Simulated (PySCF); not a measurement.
## Nuclear quadrupole coupling in `COC[C@@]1(C#N)C[C@H](F)O1`

Species: C6H8FNO2.
Structure used (GFN2-xTB), in Å, numbered top down from 1:
```xyz
18
C6H8FNO2 angstrom
C      2.3566   -1.1497   -0.8845
O      1.1074   -0.5225   -0.7227
C      0.8394   -0.1804    0.6118
C     -0.6131    0.2925    0.7247
C     -0.8303    0.9140    2.0171
N     -1.0081    1.4227    3.0239
C     -1.1616    1.0930   -0.4771
C     -2.0943   -0.1043   -0.6453
F     -3.4115    0.2018   -0.4523
O     -1.5534   -0.7687    0.4591
H      2.4607   -1.3558   -1.9474
H      3.1730   -0.4967   -0.5540
H      2.4033   -2.0892   -0.3221
H      1.5130    0.6242    0.9510
H      0.9688   -1.0500    1.2731
H     -0.4439    1.2399   -1.2766
H     -1.6739    2.0159   -0.2185
H     -2.0409   -0.6872   -1.5719
```

Field gradients from the PBE0/pcSseg-1 density (PySCF, non-relativistic), principal values in atomic units, ordered |Vxx| ≤ |Vyy| ≤ |Vzz|:

```csv
atom,Vxx,Vyy,Vzz
O2,0.0674,2.0160,-2.0834
N6,0.4541,0.5586,-1.0127
O10,0.0356,1.7874,-1.8230
```

Question: Find the asymmetry η = (Vxx − Vyy)/Vzz and the couplings χ = eQV/h (234.96 MHz × Q in barn × V in au), with Q(17O) = −0.0256 b, Q(14N) = 0.02044 b.

Answer: 
```json
{"atom": "O2", "environment": "ether oxygen", "nucleus": "17O", "η": "0.94", "χzz (MHz)": "12.53", "χxx (MHz)": "-0.41", "χyy (MHz)": "-12.13"}
{"atom": "N6", "environment": "nitrile nitrogen", "nucleus": "14N", "η": "0.10", "χzz (MHz)": "-4.864", "χxx (MHz)": "2.181", "χyy (MHz)": "2.683"}
{"atom": "O10", "environment": "cyclic ether oxygen", "nucleus": "17O", "η": "0.96", "χzz (MHz)": "10.97", "χxx (MHz)": "-0.21", "χyy (MHz)": "-10.75"}
```

At O2 and O10 η is above 0.9: Vyy and Vzz are nearly equal in size and opposite in sign, so a small change could swap them and flip the sign of χzz. The tensor is traceless: Vxx + Vyy + Vzz = 0.

Question: What is Vzz at O10 in SI units (1 au = 9.71736 × 10²¹ V/m²)?

Answer: -1.8230 au = -17.715 × 10²¹ V/m².

Question: What couplings would deuterons (Q(2H) = 0.00286 b) have in place of the hydrogens, at this geometry?

Answer: 
```csv
atom,bonded to,bond length (Å),Vzz (au),η,χzz (kHz)
H11,C1,1.088,0.3065,0.07,206
H12,C1,1.097,0.2892,0.09,194
H13,C1,1.096,0.2899,0.08,195
H14,C3,1.103,0.2738,0.08,184
H15,C3,1.100,0.2775,0.09,187
H16,C7,1.084,0.3114,0.03,209
H17,C7,1.087,0.3082,0.02,207
H18,C8,1.096,0.2802,0.03,188
```

One conformer (not necessarily the lowest) at the GFN2-xTB geometry, without solvent, vibrations or thermal averaging. GFN2-xTB bond lengths can be off by several hundredths of an ångström, more for odd bonds, and the gradients follow them. With so small a basis the couplings can be 20 % off.

The run behind these numbers computed NMR shieldings as well. Time: 29 s of wall time; peak memory 0.94 GiB. Hardware: Arm Neoverse V2, one thread (shared host).
